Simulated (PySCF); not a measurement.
FH₄NSi.

```xyz
7

Si    -0.4437    -0.0874     0.0000
N      0.3106     1.4312     0.0000
F      0.5649    -1.3354     0.0000
H     -1.2390    -0.2114    -1.2408
H     -1.2390    -0.2114     1.2408
H      0.7157     1.8237     0.8334
H      0.7157     1.8237    -0.8334
```
Charge 0, spin multiplicity 1.

Geometry: PBE0-D3(BJ)/def2-TZVP. The values are those of a single conformer.

All values below come from HF/pcSseg-2 (PySCF). Non-relativistic, no solvent.

Computed absolute GIAO shielding of each atom: isotropic value and principal components (ppm):
| atom | σ(iso) | σ11 | σ22 | σ33 | span |
|---|---|---|---|---|---|
| Si1 | 420.6 | 398.9 | 424.7 | 438.3 | 39.4 |
| N2 | 237.8 | 211.5 | 238.6 | 263.5 | 51.9 |
| F3 | 355.6 | 300.4 | 362.0 | 404.4 | 104.1 |
| H4 | 27.5 | 24.1 | 25.9 | 32.6 | 8.5 |
| H5 | 27.5 | 24.1 | 25.9 | 32.6 | 8.5 |
| H6 | 30.3 | 24.0 | 25.7 | 41.1 | 17.1 |
| H7 | 30.3 | 24.0 | 25.7 | 41.1 | 17.1 |
